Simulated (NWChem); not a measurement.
The numbers come from NWChem runs, not from measurements. System: H$_{3}$Ge, charge 0, spin multiplicity 2, at a geometry optimised with UPBE/def2-SVP. The structure started from a generated list of species. Its SCF solution wasn't tested for a lower state. Level: ROCCSD(T)/def2-TZVP, 9 core orbitals frozen.

The NWChem input:

```
start mol
memory heap 100 mb stack 700 mb global 1900 mb
geometry units angstroms nocenter noautoz
  Ge     0.000408     0.041438     0.000000
  H     -0.743667    -0.434735     1.280572
  H     -0.743667    -0.434735    -1.280572
  H      1.474272    -0.456548     0.000000
  symmetry group Cs
end
basis spherical
  * library def2-tzvp
end
scf
  rohf
  nopen 1
  maxiter 100
  thresh 1e-7
  semidirect memsize 60000000 filesize 0
  # guess.movecs holds the orbitals of an unrestricted PBE0 run
  vectors input guess.movecs output mol.movecs
end
tce
  freeze core 9
  ccsd(t)
  2eorb
  2emet 13
  thresh 1e-6
  maxiter 100
  tilesize 24
end
task tce energy
```

Output (cleaned and shortened):

```
             Northwest Computational Chemistry Package (NWChem) 7.3.0
             --------------------------------------------------------

                                NWChem Input Module
                                -------------------

 Scaling coordinates for geometry "geometry" by  1.889725989
 (inverse scale =  0.529177249)

 Turning off AUTOSYM since
 SYMMETRY directive was detected!

                             Geometry "geometry" -> ""
                             -------------------------

 Output coordinates in angstroms (scale by  1.889725989 to convert to a.u.)

  No.       Tag          Charge          X              Y              Z
 ---- ---------------- ---------- -------------- -------------- --------------
    1 Ge                  32.0000     0.00040800     0.04143800     0.00000000
    2 H                    1.0000    -0.74366700    -0.43473500     1.28057200
    3 H                    1.0000    -0.74366700    -0.43473500    -1.28057200
    4 H                    1.0000     1.47427200    -0.45654800     0.00000000

 Effective nuclear repulsion energy (a.u.)      33.2742440732

            Nuclear Dipole moment (a.u.)
            ----------------------------
        X                 Y               Z
 ---------------- ---------------- ----------------
    -0.0000113384    -0.0000037795     0.0000000000

      Symmetry information
      --------------------

 Group name             Cs
 Group number              2
 Group order               2
 No. of unique centers     3

      Symmetry unique atoms

     1    2    4


 Summary of "ao basis" -> "" (spherical)
 ------------------------------------------------------------------------------
       Tag                 Description            Shells   Functions and Types
 ---------------- ------------------------------  ------  ---------------------
 *                         def2-tzvp                  on all atoms

 Summary of "ao basis" -> "ao basis" (spherical)
 ------------------------------------------------------------------------------
       Tag                 Description            Shells   Functions and Types
[...]
     T(0) DIIS level shift : 0.00D+00
     L(0) DIIS level shift : 0.00D+00
     T(1) DIIS level shift : 0.00D+00
     L(1) DIIS level shift : 0.00D+00
     T(R) DIIS level shift : 0.00D+00
     T(I) DIIS level shift : 0.00D+00
   CC-T/L Amplitude update :  5-th order DIIS
                I/O scheme : Global Array Library
        L-threshold :  0.10D-05
        EOM-threshold :  0.10D-05
 no EOMCCSD initial starts read in
 TCE RESTART OPTIONS
 SLICE:      F
 D4D5:       F
 quantumc:   F
 qrotation:  F
 pwtce:      F
 qducc:      F
 nacto:                         0
 nrotv:                         0
 nrot:                          0

            Memory Information
            ------------------
          Available GA space size is     249028088 doubles
          Available MA space size is     104850388 doubles

 Maximum block size supplied by input
 Maximum block size        24 doubles

 tile_dim =     18

 -------------------------------------------------
   1    alpha     a'     5 doubles       0       1
   2    alpha     a'     1 doubles       5       2
   3    alpha     a"     3 doubles       6       3
   4    beta      a'     5 doubles       9       4
   5    beta      a"     3 doubles      14       5
   6    alpha     a'    15 doubles      17       6
   7    alpha     a'    15 doubles      32       7
   8    alpha     a"    18 doubles      47       8
   9    beta      a'     1 doubles      65       9
  10    beta      a'    15 doubles      66      10
  11    beta      a'    15 doubles      81      11
  12    beta      a"    18 doubles      96      12

 Global array virtual files algorithm will be used

 Parallel file system coherency ......... OK

 4-electron integrals stored in orbital form

 v2    file size   =          1311386
 4-index algorithm nr.  13 is used
 imaxsize =       30
 imaxsize ichop =        0


CCSD iterations
 ---------------------------------------------------------
 Iter          Residuum       Correlation     Cpu    Wall
 ---------------------------------------------------------
    1   0.1482604003383  -0.2438354451752     0.2     0.2
    2   0.0342872559533  -0.2521368308464     0.2     0.2
    3   0.0117730570565  -0.2580385761377     0.2     0.2
    4   0.0047597383222  -0.2589319709640     0.2     0.2
    5   0.0020384108315  -0.2595058128982     0.2     0.2
    6   0.0006085247521  -0.2597620388289     0.2     0.2
    7   0.0002459426752  -0.2597865401798     0.2     0.2
    8   0.0001262134818  -0.2597897293437     0.2     0.2
    9   0.0000682046142  -0.2597917627726     0.2     0.2
   10   0.0000381631739  -0.2597936577168     0.2     0.2
   11   0.0000067481362  -0.2597959190007     0.2     0.2
   12   0.0000026064231  -0.2597959300497     0.2     0.2
   13   0.0000014344743  -0.2597959950574     0.2     0.2
   14   0.0000007513122  -0.2597959767742     0.2     0.2
 -----------------------------------------------------------------
 Iterations converged
 CCSD correlation energy / hartree =        -0.259795976774181
 CCSD total energy / hartree       =     -2077.325998534471182

 Singles contributions

 Doubles contributions
 CCSD(T)
 Using plain CCSD(T) code
             total no. of tasks          373
 total no. of tasks / no. procs          373
                         wl_min           45           1.9
                         wl_max       607500           9.2
        thresh for no. of tasks          373

 CCSD[T]  correction energy / hartree =        -0.008702329538289
 CCSD[T] correlation energy / hartree =        -0.268498306312470
 CCSD[T] total energy / hartree       =     -2077.334700864009392
 CCSD(T)  correction energy / hartree =        -0.007816844002849
 CCSD(T) correlation energy / hartree =        -0.267612820777030
 CCSD(T) total energy / hartree       =     -2077.333815378473901

 Task  times  cpu:       10.3s     wall:       10.3s

 Total times  cpu:       10.4s     wall:       10.4s
```
